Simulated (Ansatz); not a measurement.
Geometry optimisation of the cluster Be2O2.

```yaml
crystal:
  periodic: [false, false, false]
  atoms:
    - {symbol: Be, position_ang: [0.853616, 0.149580, -0.013558]}
    - {symbol: Be, position_ang: [-0.853599, -0.149566, 0.013910]}
    - {symbol: O, position_ang: [0.208015, -1.183420, 0.032289]}
    - {symbol: O, position_ang: [-0.208022, 1.183406, -0.032640]}
basis:
  gaussian: {orbitals: def2-TZVP}
magnetization: {spin_polarized: true, initial_magnetization: 2}
hamiltonian: {xc: {name: B3LYP}, dispersion: d4}
scf: {omitted_lower_state_checks: [starts]}
output: {orbitals: {seedname: orbitals}}
relax: {f_tol: 0.02, max_steps: 100}
```

```sh
$ ansatz run in.yaml --threads 4 --pin off --events-out ev --progress --plain --max-ram 3916MiB
```

Shortened log:

```
Functional definition: B3LYP
mean field -4898.43122071 eV, -180.0140270850 hartree, gradient 3.5e-5 eV, S^2 2.019907; 0 other end points of the search recorded, 0 dependent functions left out
relax step   1: F+E_penalty+E_count = -4898.52431532 eV  Δ(F+E_penalty+E_count) = +0.000e0 eV  max|allowed force component| = 3.283e0 eV/Å  Δτ_max = 0.0000 Å  (50 SCF iters, accepted)
mean field -4898.63452193 eV, -180.0214982673 hartree, gradient 2.5e-5 eV, S^2 2.019910; 0 other end points of the search recorded, 0 dependent functions left out
relax step   2: F+E_penalty+E_count = -4898.72773340 eV  Δ(F+E_penalty+E_count) = -2.034e-1 eV  max|allowed force component| = 1.765e0 eV/Å  Δτ_max = 0.0430 Å  (54 SCF iters, accepted)
mean field -4898.72891331 eV, -180.0249670864 hartree, gradient 1.7e-5 eV, S^2 2.018002; 0 other end points of the search recorded, 0 dependent functions left out
relax step   3: F+E_penalty+E_count = -4898.82085920 eV  Δ(F+E_penalty+E_count) = -9.313e-2 eV  max|allowed force component| = 1.412e0 eV/Å  Δτ_max = 0.1091 Å  (62 SCF iters, accepted)
mean field -4898.79610598 eV, -180.0274363715 hartree, gradient 7.5e-6 eV, S^2 2.015208; 0 other end points of the search recorded, 0 dependent functions left out
relax step   4: F+E_penalty+E_count = -4898.88893004 eV  Δ(F+E_penalty+E_count) = -6.807e-2 eV  max|allowed force component| = 5.186e-1 eV/Å  Δτ_max = 0.0395 Å  (60 SCF iters, accepted)
mean field -4898.62588283 eV, -180.0211807860 hartree, gradient 1.1e-5 eV, S^2 2.009230; 0 other end points of the search recorded, 0 dependent functions left out
relax step   5: F+E_penalty+E_count = -4898.71864302 eV  Δ(F+E_penalty+E_count) = +1.703e-1 eV  max|allowed force component| = 9.030e-1 eV/Å  Δτ_max = 0.1768 Å  (46 SCF iters, rejected (line search))
mean field -4898.82460525 eV, -180.0284837005 hartree, gradient 1.8e-5 eV, S^2 2.012560; 0 other end points of the search recorded, 0 dependent functions left out
relax step   6: F+E_penalty+E_count = -4898.91765135 eV  Δ(F+E_penalty+E_count) = -2.872e-2 eV  max|allowed force component| = 3.342e-1 eV/Å  Δτ_max = 0.0485 Å  (54 SCF iters, accepted)
mean field -4898.82836153 eV, -180.0286217411 hartree, gradient 1.7e-5 eV, S^2 2.011659; 0 other end points of the search recorded, 0 dependent functions left out
relax step   7: F+E_penalty+E_count = -4898.92168603 eV  Δ(F+E_penalty+E_count) = -4.035e-3 eV  max|allowed force component| = 2.178e-2 eV/Å  Δτ_max = 0.0151 Å  (44 SCF iters, accepted)
mean field -4898.80038504 eV, -180.0275936241 hartree, gradient 1.5e-5 eV, S^2 2.012444; 0 other end points of the search recorded, 0 dependent functions left out
relax step   8: F+E_penalty+E_count = -4898.89387112 eV  Δ(F+E_penalty+E_count) = +2.781e-2 eV  max|allowed force component| = 3.183e-1 eV/Å  Δτ_max = 0.0495 Å  (55 SCF iters, rejected (line search))
mean field -4898.82855429 eV, -180.0286288250 hartree, gradient 1.5e-5 eV, S^2 2.011771; 0 other end points of the search recorded, 0 dependent functions left out
relax step   9: F+E_penalty+E_count = -4898.92187373 eV  Δ(F+E_penalty+E_count) = -1.877e-4 eV  max|allowed force component| = 2.789e-3 eV/Å  Δτ_max = 0.0041 Å  (46 SCF iters, accepted)
mean field -4898.82855429 eV, -180.0286288250 hartree, gradient 3.2e-5 eV, S^2 2.011771; 0 other end points of the search recorded, 0 dependent functions left out
Total energy: -4898.92209499 eV, -180.0320663821 hartree
Atom 0 at     0.979529     0.175090     0.107616 Å, force     0.001748     0.000282     0.000190 eV/Å
Atom 1 at    -0.976824    -0.167847     0.139098 Å, force    -0.001744    -0.000269     0.000245 eV/Å
Atom 2 at     0.193167    -1.110492    -0.092991 Å, force    -0.000464     0.002776    -0.000294 eV/Å
Atom 3 at    -0.195862     1.103249    -0.153722 Å, force     0.000460    -0.002789    -0.000141 eV/Å
Dipole moment:     0.002177     0.005839     0.198899 e Å
Checks for a lower state left out: starts
```

Hardware: 4 threads of Arm Neoverse V1 on a shared host. Wall time 13 s.

At B3LYP-D4/def2-TZVP a singlet of charge 0 lies 2.75 eV below the triplet, each at its own geometry. The structure comes from a short search, and lower isomers may exist.
